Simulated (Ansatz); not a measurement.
Born–Oppenheimer molecular dynamics of AlCl3FH5NOTa (13 atoms, charge 0, multiplicity 1). It starts at the highest image of a converged band, a first-order saddle point between two minima.

The calculation used RKS PBE/def2-SVP (Ansatz 0.2.0).

| Item | Value |
| --- | --- |
| ensemble | NVE (velocity Verlet) |
| time step | 0.5 fs |
| steps asked | 200 |
| starting velocities drawn for | 300 K |
| seed | 10951 |

First frame:

```xyz
13
Properties=species:S:1:pos:R:3
Ta -0.157 0.040 0.188
F 1.754 0.259 0.325
Cl -0.335 0.379 2.524
Cl 0.089 -0.126 -2.157
N -0.849 1.867 -0.062
H -1.129 2.494 0.700
H -0.973 2.320 -0.974
Cl -2.128 -1.282 0.137
O 0.752 -2.052 0.559
Al 0.285 -3.733 0.923
H 1.578 -4.639 1.119
H -1.229 -4.159 1.042
H 1.712 -1.845 0.573
```

**Question.** How far do the bonds stretch over the last three quarters of this one trajectory? (Pairs bonded in most of those frames.)

**Answer.** 
```json
{"bond": "Ta1–F2", "mean (Å)": "1.914", "spread (Å)": "0.055", "shortest": "1.84", "longest": "2.00"}
{"bond": "Ta1–Cl3", "mean (Å)": "2.356", "spread (Å)": "0.022", "shortest": "2.33", "longest": "2.39"}
{"bond": "Ta1–Cl4", "mean (Å)": "2.377", "spread (Å)": "0.013", "shortest": "2.34", "longest": "2.39"}
{"bond": "Ta1–N5", "mean (Å)": "1.973", "spread (Å)": "0.006", "shortest": "1.96", "longest": "1.98"}
{"bond": "Ta1–Cl8", "mean (Å)": "2.405", "spread (Å)": "0.022", "shortest": "2.38", "longest": "2.46"}
{"bond": "Ta1–O9", "mean (Å)": "2.287", "spread (Å)": "0.036", "shortest": "2.23", "longest": "2.33"}
{"bond": "N5–H6", "mean (Å)": "1.028", "spread (Å)": "0.016", "shortest": "1.00", "longest": "1.05"}
{"bond": "N5–H7", "mean (Å)": "1.027", "spread (Å)": "0.012", "shortest": "1.01", "longest": "1.05"}
{"bond": "O9–Al10", "mean (Å)": "1.801", "spread (Å)": "0.018", "shortest": "1.77", "longest": "1.82"}
{"bond": "O9–H13", "mean (Å)": "0.980", "spread (Å)": "0.007", "shortest": "0.97", "longest": "0.99"}
{"bond": "Al10–H11", "mean (Å)": "1.607", "spread (Å)": "0.057", "shortest": "1.52", "longest": "1.69"}
{"bond": "Al10–H12", "mean (Å)": "1.586", "spread (Å)": "0.015", "shortest": "1.56", "longest": "1.62"}
```

Mean temperature of the second half: 310 K. The conserved energy stayed within 0.076 meV per atom of its start (net change 0.064 meV per atom), so the integration is sound. A run of 0.1 ps of so small a system gives no equilibrium averages. The orbitals stay closed-shell, which can raise the energy where a bond breaks towards radicals; this wasn't checked here.

The run took 10 min on 4 threads of Arm Neoverse V2 (shared host), peak memory 0.3 GiB.
